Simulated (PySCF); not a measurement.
Energy of V⁺ (vanadium, charge +1) between two integer charges

The 3d alpha orbital of [Ar] 3d4 is emptied in steps (occupation f), with all orbitals relaxed, ending at [Ar] 3d3. Calculation: PySCF 2.14, in jorge-DZP-DKH (8s6p2d1f, 43 functions); the spin-free X2C one-electron Hamiltonian (Gaussian nucleus). The exact energy is a straight line in f; departures are measured from the line between the end points of the same method.

```
  f  UHF (eV)  LDA (eV)  PBE (eV)
  1     0.000     0.000     0.000
0.9     0.162    -0.588    -0.574
0.7     0.365    -1.384    -1.350
0.5     0.418    -1.663    -1.619
0.3     0.338    -1.409    -1.371
0.1     0.139    -0.610    -0.592
  0     0.000     0.000     0.000
```

**Question.** For UHF, how does the orbital energy at f = 1 compare with the removal energy?

**Answer.** −ε = 14.875 eV against a total-energy difference of 13.031 eV. By Janak's theorem ε = ∂E/∂f, so the gap between them reflects the curvature. Along the path −ε is 14.429 (f = 0.9), 13.651 (f = 0.7), 12.949 (f = 0.5), 12.324 (f = 0.3), 11.766 (f = 0.1) eV.

```
method  E(f=0) − E(f=1) (eV)  −ε at f=1 (eV)  −ε at f=0.5 (eV)
   UHF                13.031          14.875            12.949
   LDA                15.374           8.870            15.298
   PBE                14.963           8.615            14.897
```

Reference removal energy between the ground levels: 14.634 ± 0.007 eV (measured; NIST Atomic Spectra Database, ionization energies). The calculation has no spin-orbit coupling. The determinant left behind need not be the lowest term of the ion. UHF lacks correlation.
